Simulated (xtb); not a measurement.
H₅PSi, charge -1, doublet, geometry from GFN2-xTB (a state made from the parent by changing its charge; the spin is typed, not shown lowest). Base run: xtb 6.7.1 with GFN0-xTB.

Here is a job for xtb.
```
$ xtb mol.xyz --gfn 0 --chrg -1 --uhf 1 --json

# file mol.xyz
7

Si    -1.11909809    -0.11289752     0.02233081
P      1.15602004     0.15282726    -0.13415520
H     -2.29260709    -0.93582205    -0.46776480
H     -1.55723131     1.25493495    -0.30971743
H     -1.35069510    -0.26986853     1.48176156
H      1.36139732    -1.18560754     0.15803934
H      2.16620900     0.42451950     0.83737793
```

The base run was repeated with changes; each row names its change, and settings that it needs were set with it.

```
change      ΔE vs base (mEh)
----------  ----------------
base                   0.000
etemp = 10             0.000
acc = 1000             0.000
```
